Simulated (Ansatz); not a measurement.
Process, species as SMILES: Br (HBr) → [Br-] + H+
B3LYP-D3(BJ)/def2-TZVP geometries, fixed; electronic energies without zero-point terms.

Basis-set convergence of the deprotonation energy at MP2 with Ansatz (a program for electronic structure). Cartesian d functions, on some or all atoms, in 3-21G, 6-31G*; all else is spherical. Cores are frozen (with 3d on Ga to Br). No added dispersion term, no relativity. Functions are those of the species that has most. Reference: Hartree-Fock in aug-cc-pV5Z plus the correlation part extrapolated as X^-3 from aug-cc-pVQZ and aug-cc-pV5Z, 323.54 kcal/mol, itself unsure by roughly 0.20 kcal/mol (a third of the extrapolation step and of the last Hartree-Fock step). Deviations are taken from unrounded values.

```
basis        functions  deprotonation energy (kcal/mol)  minus reference (kcal/mol)
-----------  ---------  -------------------------------  --------------------------
3-21G               25                           336.68                       13.14
pcseg-1             32                           335.07                       11.53
def2-SV(P)          34                           332.81                        9.26
6-31G*              37                           323.87                        0.32
def2-TZVP           54                           327.67                        4.12
cc-pVTZ             57                           330.35                        6.81
def2-TZVPP          62                           330.28                        6.73
def2-TZVPD          66                           323.66                        0.11
def2-TZVPPD         74                           325.95                        2.41
aug-cc-pVTZ         82                           325.22                        1.68
aug-pcseg-2         82                           324.71                        1.16
cc-pVQZ             98                           326.38                        2.84
def2-QZVP          105                           327.30                        3.75
def2-QZVPP         119                           327.35                        3.81
def2-QZVPPD        131                           325.18                        1.64
aug-cc-pVQZ        139                           324.47                        0.93
aug-pcseg-3        142                           324.50                        0.96
aug-cc-pV5Z        220                           324.06                        0.52
```
